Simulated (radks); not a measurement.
As3-, configuration [Kr]. Method: scalar-relativistic Kohn-Sham, PBE, spin-polarised, spherical densities, finite nucleus; Fermi nuclear charge, rms radius 4.0968 fm; Watson sphere of charge +3 and radius 2.14 bohr; computed with a radial shooting solver on a logarithmic mesh with Libxc functionals.

Unscreened Slater integrals over Kohn-Sham orbitals (eV). They are taken over the spin-up orbitals.

integral,value
"F0(4p,4p)",10.286
"F2(4p,4p)",5.4232
"F0(4p,4s)",11.240
"G1(4p,4s)",7.3945
"F0(4p,3d)",13.368
"F2(4p,3d)",2.4987
"G1(4p,3d)",0.89360
"G3(4p,3d)",0.77220
"F0(4p,3p)",13.461
"F2(4p,3p)",2.1964
"G0(4p,3p)",0.50813
"G2(4p,3p)",0.57734
"F0(4s,4s)",12.568
"F0(4s,3d)",16.013
"G2(4s,3d)",1.4176
"F0(4s,3p)",16.167
"G1(4s,3p)",0.91704
"F0(3d,3d)",36.697
"F2(3d,3d)",17.189
"F4(3d,3d)",10.738
"F0(3d,3p)",38.029
"F2(3d,3p)",18.071
"G1(3d,3p)",22.073
"G3(3d,3p)",13.540
"F0(3p,3p)",39.784
"F2(3p,3p)",19.897
